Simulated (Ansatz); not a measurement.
Stepwise reaction of `C[O][W]([OH])([F])([Cl])([Cl])[O]C` with water, as a gas-phase model of exchange steps in deposition or etching. ΔE in kJ/mol.

Calculated with Ansatz (gas phase, PBE0-D4/def2-TZVP geometries, no zero-point term in ΔE). CBS: MP2 limit from def2 TZ/QZ plus the TZ coupled-cluster correction, frozen cores. This one scheme is used for every species. Functionals use def2-TZVPP. B3LYP here is the variant with VWN-RPA as its local correlation; programs differ in this. def2 core potentials past Kr. For W outer-core shells are correlated without core-valence functions, which leaves a few kJ/mol of doubt a bond. Each species was taken in one conformer, which may not be the lowest.

```
step                                                                                 reaction  PBE-D4  B3LYP-D4  ωB97M-V  CCSD(T)/CBS
   2  `C[O][W]([OH])([OH])([F])([Cl])[O]C` + H₂O → `C[O][W]([OH])([OH])([OH])([F])[O]C` + HCl    24.1      21.1     19.7         25.6
```

(1) Give the row of step 1, `C[O][W]([OH])([F])([Cl])([Cl])[O]C` + H₂O → `C[O][W]([OH])([OH])([F])([Cl])[O]C` + HCl. (Best estimate.)

(2) By hand: ΔE of the 2 steps together at CCSD(T)/CBS.

## Answers

(1) The calculation gave: 
| step | reaction | PBE-D4 | B3LYP-D4 | ωB97M-V | CCSD(T)/CBS |
| --- | --- | --- | --- | --- | --- |
| 1 | `C[O][W]([OH])([F])([Cl])([Cl])[O]C` + H₂O → `C[O][W]([OH])([OH])([F])([Cl])[O]C` + HCl | 13.7 | 9.7 | 6.3 | 13.8 |

(2) (13.8) + (25.6) = 39.4 kJ/mol, or 19.7 kJ/mol a step.

In ΔE each step is higher than the one before. All are uphill at CCSD(T)/CBS. PBE-D4 differs from CCSD(T)/CBS by -1.5 to -0.1 kJ/mol a step. Only this route is followed, and other bonds may react first. Isolated molecules leave out the surface, adducts and barriers. Largest T1 diagnostic: 0.021.
